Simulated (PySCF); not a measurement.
NbO₃, neutral, multiplicity 2. Atoms are numbered in the order given.

```xyz
4

Nb    -0.0345     0.2146     0.0000
O     -0.8205    -0.3862     1.4004
O     -0.8205    -0.3862    -1.4004
O      1.8178    -0.3277     0.0000
```
Charge 0, spin multiplicity 2.

Coordinates come from a PBE0-D3(BJ)/def2-TZVP optimisation. The multiplicity is an assumed one; other spin states were not compared. The def2 effective core potentials stand for the cores of Nb; spin–orbit coupling is left out.

Method: PBE0/def2-TZVPD (PySCF).

Mulliken values depend strongly on the basis, most of all with diffuse functions as here. ESP charges are fitted to the potential on shells at 1.4 to 2.0 van der Waals radii. Atomic charges (e):

| atom | ESP fit | Mulliken | Mulliken spin |
|---|---|---|---|
| Nb1 | [?] | 2.04 | -0.14 |
| O2 | [?] | -0.74 | 0.08 |
| O3 | [?] | -0.74 | 0.08 |
| O4 | [?] | -0.57 | 0.98 |

What belongs in the gaps? (The exact figures need the calculation; the answer reports its results.)


- Nb1, ESP fit: 1.80
- O2, ESP fit: -0.66
- O3, ESP fit: -0.66
- O4, ESP fit: -0.47
